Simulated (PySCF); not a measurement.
H5AlGeO2, singlet, geometry from GFN2-xTB (such geometries of metal compounds can be far from the true shape), atoms displaced at random by about 0.08 Å a coordinate. Base run: PBE0/STO-3G, gradient run with PySCF.

The PySCF input:
```python
from pyscf import gto, scf, dft

mol = gto.M(
    atom='''
Al   -0.902463    0.076593    0.336763
Ge    1.115125   -0.308013   -0.512587
H     1.561380   -1.619377   -0.966550
H     1.605313    0.358804   -1.692879
H     2.413943    0.297726    0.331296
O    -1.166704   -0.642169    1.885823
H    -1.550570   -1.097397    2.711336
O    -1.935369    1.289076   -0.451726
H    -2.812776    1.767061   -0.967759
''',
    basis='sto-3g',
    charge=0,
    spin=0,
    verbose=4,
)

mf = dft.RKS(mol)
mf.xc = 'pbe0'
mf.kernel()
g = mf.nuc_grad_method()
grad = g.kernel()
```

The coordinate followed is x of atom 9.

The base run was repeated with changes; each row names its change, and settings that it needs were set with it.

```json
[
 {"change": "base", "dE/dx (Eh/bohr)": "-0.067572", "net force (Eh/bohr)": "0.000082"},
 {"change": "finite difference step (bohr) = 1e-5; conv_tol = 1e-11", "dE/dx (Eh/bohr)": "-0.067574", "net force (Eh/bohr)": "-"},
 {"change": "conv_tol = 1e-6", "dE/dx (Eh/bohr)": "-0.067578", "net force (Eh/bohr)": "0.000082"},
 {"change": "finite difference step (bohr) = 1e-3; conv_tol = 1e-11", "dE/dx (Eh/bohr)": "-0.067574", "net force (Eh/bohr)": "-"},
 {"change": "finite difference step (bohr) = 0.01; conv_tol = 1e-11", "dE/dx (Eh/bohr)": "-0.067568", "net force (Eh/bohr)": "-"},
 {"change": "grid_response = on", "dE/dx (Eh/bohr)": "-0.067574", "net force (Eh/bohr)": "0.000000"},
 {"change": "conv_tol = 1e-4", "dE/dx (Eh/bohr)": "-0.067587", "net force (Eh/bohr)": "0.000082"},
 {"change": "grids.level = 0; grid_response = on", "dE/dx (Eh/bohr)": "?", "net force (Eh/bohr)": "0.000000"},
 {"change": "finite difference step (bohr) = 0.2; conv_tol = 1e-11", "dE/dx (Eh/bohr)": "?", "net force (Eh/bohr)": "-"},
 {"change": "grids.level = 5; grid_response = off", "dE/dx (Eh/bohr)": "-0.067573", "net force (Eh/bohr)": "0.000019"},
 {"change": "conv_tol = 1e-11", "dE/dx (Eh/bohr)": "-0.067572", "net force (Eh/bohr)": "0.000082"},
 {"change": "grids.level = 0; grid_response = off", "dE/dx (Eh/bohr)": "-0.067242", "net force (Eh/bohr)": "0.011598"}
]
```

**Question.** Complete the blanks.

**Answer.** 
- grids.level = 0; grid_response = on, dE/dx (Eh/bohr): -0.069568
- finite difference step (bohr) = 0.2; conv_tol = 1e-11, dE/dx (Eh/bohr): -0.065364

The net force is zero for an exact gradient.
